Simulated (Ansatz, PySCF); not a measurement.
Process, species as SMILES: C[CH][SiH3] -> C[CH-][SiH3] (an electron is taken up)
Structures are relaxed separately at B3LYP-D3(BJ)/def2-TZVP in Ansatz (a program for electronic structure).

Property: adiabatic electron affinity (0 K, with B3LYP-D3(BJ) harmonic zero-point energies from PySCF), positive where the reaction releases energy, in eV. Cores are frozen in the correlated levels unless marked. Open shells are spin-unrestricted. Spin-orbit coupling is left out. Non-relativistic. Anions need diffuse functions: aug- sets have them; def2-D sets add few; the other sets have none. Basis-set limits of correlation are two-point, X^-3; Hartree-Fock from the larger set.

```
level                         program  adiabatic electron affinity (eV)
---------------------  --------------  --------------------------------
HF/6-31G                       Ansatz                             -1.31
PBE-D3(BJ)/def2-TZVPD  Ansatz + dftd3                              0.76
```

Predict the CCSD(T)/CBS(aug-cc-pV(T+d)Z,aug-cc-pV(Q+d)Z) result (Ansatz).

0.78 eV
